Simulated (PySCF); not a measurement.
Vertical excitations of a molecule H8N2Si2 from TDDFT-LC-ωPBE/def2-SVPD (PySCF 2.14.0), as energy in eV (oscillator strength): 6.35 (0.011), 6.64 (0.004), 7.30 (0.014), 7.40 (0.055), 7.71 (0.015), 7.95 (0.040), 8.05 (0.191), 8.16 (0.058), 8.28 (0.025), 8.44 (0.020). Lowest triplet (TDA): 5.74 eV. Geometry optimised at PBE0-D3(BJ)/def2-SVP. The values are those of a single conformer.

**Question.** Identify the compound among the candidates.
A) N[SiH](N)[SiH3]
B) N[SiH2][SiH2]N
C) N[SiH2]N[SiH3]

**Answer.** B, N[SiH2][SiH2]N
